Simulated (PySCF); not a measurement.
Magnetisability: `[CH3][Al-]([CH3])([CH3])[CH3]`, [C₄H₁₂Al]-, charge -1

Cartesian coordinates in Å; atom numbers follow the order of the lines, from 1:
```xyz
17

Al    0.002    0.000   -0.001
C    -0.004   -0.014    2.050
H    -1.014    0.057    2.474
H     0.560    0.817    2.492
H     0.431   -0.926    2.479
C     1.933    0.005   -0.685
H     2.002   -0.096   -1.776
H     2.542   -0.811   -0.276
H     2.476    0.928   -0.441
C    -0.964    1.678   -0.670
H    -0.894    1.817   -1.757
H    -0.571    2.605   -0.230
H    -2.038    1.679   -0.442
C    -0.963   -1.670   -0.695
H    -1.967   -1.797   -0.270
H    -0.429   -2.602   -0.469
H    -1.102   -1.668   -1.784
```

Total charge -1.

Method: PySCF 2.14.0, GIAO B3LYP/def2-SVP magnetisability, rotational g tensor and spin-rotation constants, non-relativistic, gas phase. Geometry: GFN2-xTB.

For an ion the centre-of-mass motion in the field is neglected.

(1) How diamagnetic is it, and how anisotropic?

(2) Split it along the inertial axes a, b, c into diamagnetic and paramagnetic parts about the centre of mass, with the quadrupole moment.

(3) And the rotational g tensor?

## Answers

(1) Isotropic -1399 × 10⁻³⁰ J/T², or -84.3 × 10⁻⁶ cm³/mol; principal values -1400, -1400, -1399 × 10⁻³⁰ J/T², anisotropy 1 × 10⁻³⁰ J/T² (root of half the summed squared differences of the principal values). The susceptibility is in cgs units.

(2) 
| axis | χ (10⁻⁶ cm³/mol) | diamagnetic (10⁻⁶ cm³/mol) | paramagnetic (10⁻⁶ cm³/mol) | summed x² of all electrons (Å²) | quadrupole Θ (D Å) |
| --- | --- | --- | --- | --- | --- |
| a | -84.3 | -624.8 | 540.5 | 73.8 | -0.02 |
| b | -84.3 | -624.8 | 540.5 | 73.8 | -0.02 |
| c | -84.3 | -626.3 | 542.0 | 73.4 | +0.05 |

Anisotropies 2χaa − χbb − χcc = 0.0 and 2χbb − χaa − χcc = 0.0 × 10⁻⁶ cm³/mol. Θ is traceless in Buckingham's convention.

(3) 
```
axis  rotational constant (GHz)        g  nuclear part  electronic part
   a                     2.6325  -0.0153        0.6532          -0.6684
   b                     2.6301  -0.0153        0.6526          -0.6679
   c                     2.6237  -0.0152        0.6529          -0.6681
```
Oblate top; isotopes 27Al, 12C, 1H; no vibrational averaging.
